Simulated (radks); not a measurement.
Results of a calculation; reference values are marked as such.
Initial-state core-level shifts of neutral iron when its valence configuration changes from [Ar] 3d6 4s2. Code: a radial shooting solver on a logarithmic mesh with Libxc functionals. Model: scalar-relativistic Kohn-Sham, PBE, spin-polarised, spherical densities, finite nucleus; open shells are filled with parallel spins first; Fermi nuclear charge, rms radius 3.7377 fm. Shifts are changes of the shell-averaged eigenvalues in eV (positive: less bound); the change of the density at the nucleus, which sets a Mossbauer isomer shift, is in e/bohr^3, on a base of 1.522e+04.

valence,2s,2p,3s,3p,density at nucleus
3d4 4s2 4p2,-18.315,-18.148,-15.580,-15.125,+11.355
3d6.5 4s1.5,+2.614,+2.588,+2.358,+2.290,-3.893
3d4.5 4s1.5 4p2,-13.529,-13.411,-11.754,-11.431,+4.479
3d6 4s1 4p1,-1.320,-1.320,-1.334,-1.327,-4.766
3d5.5 4s2 4p0.5,-3.853,-3.822,-3.465,-3.379,+2.286
3d5 4s2 4p1,-8.042,-7.973,-7.091,-6.903,+4.834
3d8,+7.302,+7.215,+6.702,+6.500,-12.787
3d6 4p2,-2.725,-2.730,-2.837,-2.834,-11.474
3d5.5 4s1 4p1.5,-5.010,-4.976,-4.603,-4.505,-3.199
